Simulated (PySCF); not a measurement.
**The second ionisation energy along the 4p block**

Calculated with PySCF 2.14 from differences of total energies of unrestricted determinants, without spin-orbit coupling. Values in eV. The last column holds reference values (NIST; (s) semi-empirical, (t) theoretical, else measured). Unmarked ones compare directly (S terms, centres of terms, or small fine structure); those marked * lie between the lowest fine-structure levels and include a spin-orbit shift.

```tsv
element	configurations	UHF	MP2 (valence)	SCS-MP2 (valence)	CCSD (valence)	CCSD(T) (valence)	reference
Ga (x2c-SVPall, spin-free X2C)	[Ar] 3d10 4s2 → [Ar] 3d10 4s1	18.759	19.419	19.552	19.735	19.735	20.515
Ge (x2c-SVPall, spin-free X2C)	[Ar] 3d10 4s2 4p1 → [Ar] 3d10 4s2	15.235	15.390	15.371	15.466	15.480	15.789
As (x2c-SVPall, spin-free X2C)	[Ar] 3d10 4s2 4p2 → [Ar] 3d10 4s2 4p1	18.001	18.262	18.195	18.288	18.296	18.589 *
Se (x2c-SVPall, spin-free X2C)	[Ar] 3d10 4s2 4p3 → [Ar] 3d10 4s2 4p2	20.883	21.245	21.115	21.192	21.197	21.196 ± 0.01 *
Br (x2c-SVPall, spin-free X2C)	[Ar] 3d10 4s2 4p4 → [Ar] 3d10 4s2 4p3	20.304	20.734	20.756	20.755	20.765	21.409
Kr (x2c-SVPall, spin-free X2C)	[Ar] 3d10 4s2 4p5 → [Ar] 3d10 4s2 4p4	23.407	23.991	23.967	23.949	23.955	24.360 *
```

```json
{"method": "UHF", "elements": "3", "mean error (eV)": "-1.138", "mean absolute error (eV)": "1.138", "largest error (eV)": "-1.757"}
{"method": "MP2 (valence)", "elements": "3", "mean error (eV)": "-0.723", "mean absolute error (eV)": "0.723", "largest error (eV)": "-1.096"}
{"method": "SCS-MP2 (valence)", "elements": "3", "mean error (eV)": "-0.678", "mean absolute error (eV)": "0.678", "largest error (eV)": "-0.963"}
{"method": "CCSD (valence)", "elements": "3", "mean error (eV)": "-0.585", "mean absolute error (eV)": "0.585", "largest error (eV)": "-0.780"}
{"method": "CCSD(T) (valence)", "elements": "3", "mean error (eV)": "-0.578", "mean absolute error (eV)": "0.578", "largest error (eV)": "-0.780"}
```

Errors include the incompleteness of the basis and the frozen core.

"Valence" correlates the outer s and p shells and, in groups 3 to 12 and the f block, the outer d or f shell, open or full, or the next shell where the ion has no valence electron left; the wider scheme adds the next inner shell.
